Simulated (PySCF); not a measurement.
HgF₂⁻, doublet: data card

Method: PySCF, UPBE0, basis Hg def2-TZVPD with ECP60, F def2-TZVPD (scalar-relativistic core potentials, no spin–orbit coupling, density fitting).

The structure is a minimum.

```json
{"Point group": "C2v", "Bond lengths": "Hg–F 2.187 Å (×2)", "Bond angles": "F–Hg–F 138.7°", "Rotational constants": "0.8858, 0.106, 0.09465 cm⁻¹", "Principal quadrupole moments (Buckingham, traceless) about the centre of mass": "-24.20, 9.25, 14.96 D Å", "Lowest empty level (β)": "1.82 eV", "Zero-point energy": "4.4 kJ/mol", "Rotational symmetry number": "2", "Dipole moment about the centre of mass": "2.47 D", "Heat capacity Cp at 298.15 K": "54.9 J/(mol K)", "Highest occupied level (α)": "-0.77 eV", "Entropy at 298.15 K and 1 bar (electronic part: spin only)": "308.8 J/(mol K)", "Principal polarisabilities": "49.7, 53.7, 76.1 bohr³", "Spin squared ⟨S²⟩": "0.755", "Enthalpy at 298.15 K above 0 K": "14.00 kJ/mol"}
```

Harmonic modes (masses in u: Hg 201.971, F 18.998):
```
symmetry  ω (cm⁻¹)  IR (km/mol)  μ (u)
      a1        65         15.9  21.55
      a1       337         41.8  19.48
      b2       339          191  21.79
```

In C2v the vibrations span 2a1 + b2. Here b1 is antisymmetric to the molecular plane and b2 lies in it.

Charges (e); Mulliken and Löwdin values are unreliable with diffuse functions:
```csv
atom,Mulliken,Löwdin,polar tensor,spin (Mulliken),Mayer order to Hg1
Hg1,0.34,0.70,0.57,0.90,–
"F2,3",-0.67,-0.85,-0.79,0.05,0.09
```

Mulliken populations on Hg1 (electrons outside its core potential): s 3.56, p 6.16, d 9.93, f 0.00.

This need not be the most stable arrangement of these atoms. The lowest empty level of this anion is unbound, so it and the gap depend on the basis. Spin–orbit coupling, left out here, can matter for elements this heavy.

The final relaxation and frequency run took 27 s on 4 threads of a shared Arm Neoverse V2 host, with 126 basis functions and 10 gradients; the process peaked at 1.1 GiB. Launch command: `OMP_NUM_THREADS=4 python axn.py task.json out`.
